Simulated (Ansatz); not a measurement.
`O[Si](O)(F)[SiH2]F` → `O[Si@H](F)[Si@H](O)F`  (isomerisation)

Calculated with Ansatz (gas phase, PBE0-D4/def2-TZVP geometries, no zero-point term in ΔE). CCSD(T)/CBS adds triple-zeta CCSD(T) − MP2 to the extrapolated MP2 energy (def2 sets, frozen cores). DFT in def2-TZVPP. Each species was taken in one conformer, which may not be the lowest.

(1) Is it downhill or uphill in electronic energy at CCSD(T)/CBS, and by how much? (An estimate is asked.)

(2) What do these levels give: BLYP-D4, PBE0-D4, ωB97X-V, PBE-QIDH, BLYP, PBE0, r2SCANh, r2SCAN0, HF/def2-SVP, MP2/def2-TZVPP, MP2/def2-QZVPP, HF/CBS(def2)? (Estimate.)

Largest T1 diagnostic among the species: 0.013.

Results:

(1) Ansatz gave: Uphill: ΔE = +17.5 kJ/mol.

(2) Ansatz gave: BLYP-D4 14.5, PBE0-D4 17.1, ωB97X-V 16.9, PBE-QIDH 18.2, BLYP 13.5, PBE0 16.8, r2SCANh 17.7, r2SCAN0 18.8, HF/def2-SVP 23.3, MP2/def2-TZVPP 17.1, MP2/def2-QZVPP 16.8, HF/CBS(def2) 21.6 kJ/mol.

From BLYP to BHLYP (50 % exact exchange), in def2-TZVPP and without D4, ΔE moves by +5.5 kJ/mol. In def2-TZVPP, CCSD(T) changes the Hartree–Fock value by −3.6 kJ/mol (the triples alone add −0.9 kJ/mol) and MP2 by −4.5 kJ/mol.
